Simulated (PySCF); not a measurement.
Working out the excitation energy of Mg

Mg [Ne] 3s2 (1S) → Mg [Ne] 3d2 (3F). Computed with PySCF 2.14 in aug-cc-pVDZ, with the non-relativistic Hamiltonian (point nucleus). Frozen: [Ne]. Energies in hartree (1 hartree = 27.21139 eV):

```tsv
part	Mg (lower)	Mg (upper)
UHF	-199.608339	-199.092188
CCSD correlation	-0.032952	-0.000356
(T)	0.000000	0.000000
```

Q: What does Hartree-Fock give?

A: (-199.092188) − (-199.608339) = 0.516151 hartree = 14.045 eV.

Q: What do CCSD and CCSD(T) give?

A: The CCSD correlation energies differ by 0.032596 hartree = 0.887 eV and the triples by 0.000000 hartree = 0.000 eV, so CCSD gives 14.932 eV and CCSD(T) 14.932 eV.

The upper state lies above the first ionisation limit, where it may autoionise and the basis confines it.

A double-zeta basis recovers only part of the correlation energy.
